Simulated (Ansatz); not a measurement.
One change: `OC(O)(F)N[SiH3]` becomes `CCC(O)(O)F`.

Ansatz, PBE0-D4/def2-TZVP geometries, multiplicity 1. Each molecule was computed in one conformer, which needn't be the lowest.

```
                                          property  `OC(O)(F)N[SiH3]`
                LUMO energy (PBE0/def2-TZVPP) / eV               0.35
size of the dipole moment (ωB97M-V/def2-TZVPP) / D               1.41
              HOMO–LUMO gap (PBE0/def2-TZVPP) / eV               8.20
  size of the dipole moment (B3LYP/def2-TZVPP) / D               1.42
           HOMO–LUMO gap (ωB97M-V/def2-TZVPP) / eV              12.05
             HOMO energy (ωB97M-V/def2-TZVPP) / eV             -10.20
```

Question: Give the same properties after the change, and the shifts. (Estimate.)

Answer: Computed: 
| property | `CCC(O)(O)F` | shift |
| --- | --- | --- |
| LUMO energy (PBE0/def2-TZVPP) / eV | 0.75 | 0.40 |
| size of the dipole moment (ωB97M-V/def2-TZVPP) / D | 2.04 | 0.63 |
| HOMO–LUMO gap (PBE0/def2-TZVPP) / eV | 9.53 | 1.33 |
| size of the dipole moment (B3LYP/def2-TZVPP) / D | 2.04 | 0.62 |
| HOMO–LUMO gap (ωB97M-V/def2-TZVPP) / eV | 13.39 | 1.34 |
| HOMO energy (ωB97M-V/def2-TZVPP) / eV | -11.26 | -1.06 |

With PBE0 the HOMO falls by 0.94 eV and the LUMO rises by 0.40 eV, so the gap widens by about 1.34 eV. PBE moves the HOMO by -0.62 eV and ωB97M-V by -1.06 eV. Dipoles are sizes alone; their direction can turn.

B3LYP here is the variant with VWN-RPA as its local correlation; programs differ in this.
